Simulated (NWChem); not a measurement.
# C₃H₃Cl; SMILES C=C=CCl

```xyz
7

C      0.3679     2.3123     0.0000
C     -0.1699     1.1216     0.0000
C     -0.7218    -0.0592     0.0000
Cl     0.2118    -1.5543     0.0000
H      0.6025     2.8319    -0.9278
H      0.6025     2.8319     0.9278
H     -1.7925    -0.2303     0.0000
```
Atoms are numbered in this order, from 1.

All runs: NWChem. Geometry optimised at B3LYP/6-31G*; all other runs use it. Pople sets run with spherical d functions.

```tsv
quantity	level	value
solvation free energy (kcal/mol) in n-hexane	B3LYP/6-31G*, SMD	…
vertical ionisation energy, ΔSCF (eV)	PBE/def2-SVP	…
isotropic polarisability (bohr³), static	B3LYP/def2-SVPD	55.6
vertical, lowest excitation, singlet (eV)	B3LYP/def2-SVPD, TDA	…
dipole (D)	B3LYP/6-31G*	1.91
highest harmonic frequency (cm⁻¹)	B3LYP/6-31G*	3229
```

Q: Complete the blanks.

A: 
- solvation free energy (kcal/mol) in n-hexane, value: -3.1
- vertical ionisation energy, ΔSCF (eV), value: 9.37
- vertical, lowest excitation, singlet (eV), value: 4.69
